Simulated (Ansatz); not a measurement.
CH8GeOSi can be A, `C[SiH2][O][GeH3]`, or B, `O[CH2][GeH2][SiH3]`.

Computed with Ansatz on PBE0-D4/def2-TZVP structures; ΔE is electronic, products minus reactants. CCSD(T)/CBS is the MP2 limit (def2-TZVPP, def2-QZVPP) plus CCSD(T) − MP2 in def2-TZVPP, frozen cores. Functionals use def2-TZVPP. For Ge outer-core shells are correlated without core-valence functions, which leaves a few kJ/mol of doubt a bond. Scalar relativity is left out up to krypton. Each species was taken in one conformer, which may not be the lowest.

Question: Which isomer does CCSD(T)/CBS put lower? Give the gap. (Best estimate.)

Answer: The calculation gave: A, by 236.2 kJ/mol.

Question: Give E(B) − E(A) in kJ/mol with PBE0-D4, B2PLYP, MP2/def2-TZVPP, HF/def2-TZVPP, r2SCAN-D4, CCSD/def2-TZVPP, CCSD(T)/def2-TZVPP. (Best estimate.)

Answer: Ansatz gave: PBE0-D4 217.9, B2PLYP 242.3, MP2/def2-TZVPP 248.7, HF/def2-TZVPP 265.9, r2SCAN-D4 234.6, CCSD/def2-TZVPP 239.6, CCSD(T)/def2-TZVPP 236.4. None reverses the order clearly.

Largest T1 diagnostic: 0.011.

In def2-TZVPP, CCSD(T) changes the Hartree–Fock value by −29.5 kJ/mol (the triples alone add −3.1 kJ/mol) and MP2 by −17.2 kJ/mol. From PBE to PBE0 (25 % exact exchange), in def2-TZVPP and without D4, E(B) − E(A) moves by +11.1 kJ/mol.
